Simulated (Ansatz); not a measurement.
```yaml
atoms:
  - { symbol: Mn, position_ang: [0.0000, 0.0000, 0.0000] }
  - { symbol: N, position_ang: [0.0000, 0.0000, 1.6400] }
```

Basis set: pcseg-2 (spherical functions). Some runs use density fitting. Charge 0, multiplicity 5.

Computed with Ansatz (development build ahead of 0.2.0); each method stands on the lowest determinant of its kind that the runs found.

(1) Give the atomization energy at this shape (free ground-state atoms in the same class of orbitals less the molecule, no zero-point energy) of quintet MnN by PBE (unrestricted), PBE0 (unrestricted).

## Answers

(1)

```csv
method,atomization energy
PBE (unrestricted),86.67 kcal/mol
PBE0 (unrestricted),48.38 kcal/mol
```

Caution: the unrestricted determinant is spin contaminated.

The shape needn't be a minimum at these levels.
